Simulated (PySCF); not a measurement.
# Working out the excitation energy of B²⁺

B²⁺ [He] 2s1 (2S) → B²⁺ [He] 2p1 (2P). Computed with PySCF 2.14 in aug-cc-pwCVDZ (5s4p2d, 27 functions), with the non-relativistic Hamiltonian (point nucleus). Frozen: nothing. Energies in hartree (1 hartree = 27.21139 eV):

| part | B²⁺ (lower) | B²⁺ (upper) |
| --- | --- | --- |
| UHF | -23.374410 | -23.148258 |
| MP2 opposite-spin | -0.024067 | -0.024033 |
| MP2 same-spin | -0.000761 | -0.001266 |

Task: What does Hartree-Fock give?

Result: (-23.148258) − (-23.374410) = 0.226152 hartree = 6.154 eV.

Task: What do MP2 and SCS-MP2 (6/5 opposite-spin, 1/3 same-spin) give?

Result: The opposite-spin parts differ by 0.001 eV and the same-spin parts by -0.014 eV. MP2: 6.154 + (0.001) + (-0.014) = 6.141 eV. SCS-MP2: 6.154 + 1.2 × (0.001) + (-0.014)/3 = 6.151 eV.

A double-zeta basis recovers only part of the correlation energy.
